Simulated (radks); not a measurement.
The numbers below are computed, except where a source is named.
All-electron atom: Hg2+ in [Xe] 4f14 5d10. Code: a radial shooting solver on a logarithmic mesh with Libxc functionals. Model: Dirac Kohn-Sham, LDA (Slater exchange, Perdew-Wang correlation), spin-unpolarised, spherical densities, point nucleus.

Unscreened Slater integrals over Kohn-Sham orbitals (hartree). Large and small components are both included.

integral           value
F0(5d5/2,5d5/2)  0.61724
F2(5d5/2,5d5/2)  0.31822
F4(5d5/2,5d5/2)  0.21021
F0(5d5/2,5d3/2)  0.62862
F2(5d5/2,5d3/2)  0.32399
G2(5d5/2,5d3/2)  0.32349
G4(5d5/2,5d3/2)  0.21388
F0(5d5/2,5p3/2)  0.70315
F2(5d5/2,5p3/2)  0.34779
G1(5d5/2,5p3/2)  0.42185
G3(5d5/2,5p3/2)  0.26054
F0(5d5/2,5p1/2)  0.72336
G3(5d5/2,5p1/2)  0.23703
F0(5d3/2,5d3/2)  0.64072
F2(5d3/2,5d3/2)  0.33078
F0(5d3/2,5p3/2)  0.72065
F2(5d3/2,5p3/2)  0.36208
G1(5d3/2,5p3/2)  0.44677
G3(5d3/2,5p3/2)  0.27607
F0(5d3/2,5p1/2)  0.74279
G1(5d3/2,5p1/2)  0.41234
F0(5p3/2,5p3/2)  0.84224
F2(5p3/2,5p3/2)  0.45266
F0(5p3/2,5p1/2)  0.88043
G2(5p3/2,5p1/2)  0.45950
F0(5p1/2,5p1/2)  0.92637
